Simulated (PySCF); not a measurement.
YCl3, SMILES [Cl][Y]([Cl])[Cl].

The structure is a stationary point at B3LYP-D3(BJ)/def2-SVP. The isomer is the one that the SMILES or the coordinates give; other isomers of the formula were not compared. The def2 effective core potentials stand for the cores of Y; spin–orbit coupling is left out.

Two levels are set side by side: TDA-PBE/def2-SVPD (PySCF) and TDA-PBE0/def2-SVPD (PySCF). Vertical, same geometry. The lowest singlet is HOMO→LUMO 100 % with PBE and HOMO→LUMO 100 % with the other functional; states are paired by order. Differences are taken from unrounded values.

```tsv
quantity	TDA-PBE
lowest singlet excitation (eV)	4.05
lowest triplet excitation (TDA) (eV)	4.05
```

These are the TDA-PBE values. What does TDA-PBE0 give? (The exact figures need the calculation; the answer reports its results.)


```tsv
quantity	TDA-PBE0	TDA-PBE minus TDA-PBE0
lowest singlet excitation (eV)	4.95	-0.89
lowest triplet excitation (TDA) (eV)	4.93	-0.89
```

Functionals without exact exchange tend to place singlet excitations lower, as here. Differences between two approximate levels are no errors against the true value.

Rough cost on one machine, each run with all the roots and properties that it gave: TDA-PBE0 against TDA-PBE within a factor of 2.
